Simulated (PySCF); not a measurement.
CH₃N₂S, charge -1, multiplicity 1. Atoms are numbered in the order given.

```xyz
7

N      0.9183    -1.0352     0.8974
C      0.0234    -0.3258     0.2828
N     -1.3185    -0.6789     0.5158
S      0.2622     1.0407    -0.8046
H      1.8381    -0.6608     0.6759
H     -1.4252    -1.6367     0.8337
H     -1.9466    -0.4002    -0.2256
```
Charge -1, spin multiplicity 1.

The structure is a stationary point at B3LYP-D3(BJ)/def2-SVPD. The multiplicity is an assumed one; other spin states were not compared. The isomer is the one that the SMILES or the coordinates give; other isomers of the formula were not compared. The values are those of a single conformer.

Level of theory: CAM-B3LYP/def2-TZVPD (PySCF).

Mulliken values depend strongly on the basis, most of all with diffuse functions as here. ESP charges are fitted to the potential on shells at 1.4 to 2.0 van der Waals radii. Atomic charges (e):

```
atom  ESP fit  Mulliken
----  -------  --------
N1      -0.96     -0.76
C2       0.72      0.30
N3          …     -0.48
S4          …     -0.68
H5       0.33      0.21
H6          …      0.22
H7          …      0.19
```

Problem. Complete the blanks. (An estimate is asked for; the answer gives what the named calculation found.)

Solution. 
- N3, ESP fit: -0.82
- S4, ESP fit: -0.88
- H6, ESP fit: 0.32
- H7, ESP fit: 0.29
